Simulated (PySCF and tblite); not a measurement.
Results of a calculation; reference values are marked as such.
C₁₁H₈BrF, numbered as in [F:1][CH2:2][c:3]1[cH:4][cH:5][c:6]([Br:7])[c:8]2[cH:9][cH:10][cH:11][cH:12][c:13]12.

The ensemble was built from 60 distance-geometry starts (ETKDG and KDG, MMFF94s, GFN2-xTB) and rests on GFN2-xTB geometries. Weights use B3LYP-D3(BJ)/def2-SVP energies plus GFN2-xTB zero-point and thermal terms (modes under about 100 cm⁻¹ blended into free rotors). Symmetry numbers and mirror images are counted. Conformers within 2.5 kcal/mol (GFN2-xTB free energy) were kept, 2 at most. Run with PySCF (density fitting) and tblite.

Torsions listed: F1–C2–C3–C4. Of a mirror pair one member is shown.

| conformer | shape | symmetry |
| --- | --- | --- |
| 1 | 0° | Cs |
| 2 | 119° | C1 (pair) |

Problem. Which of these conformers is the most populated at 298.15 K, and with what share?

Solution. Conformer 2, about 58 %. The lead over the next is within the error of the method.

Problem. Give the DFT energies and free energies relative to the lowest, and all weights.

Solution. 
```tsv
conformer	shape	E(DFT) kcal/mol	G(298.15 K) kcal/mol	weight %
1	0°	0.00	0.20	41.6
2	119°	0.07	0.00	58.4
```

Problem. How does its share change from 250 K to 350 K?

Solution. From 58 % to 59 %; the mixing entropy goes from 2.15 to 2.16 cal/(mol K).

The minima are those of GFN2-xTB; planar forms about aryl–S or allylic bonds may be saddles in DFT.
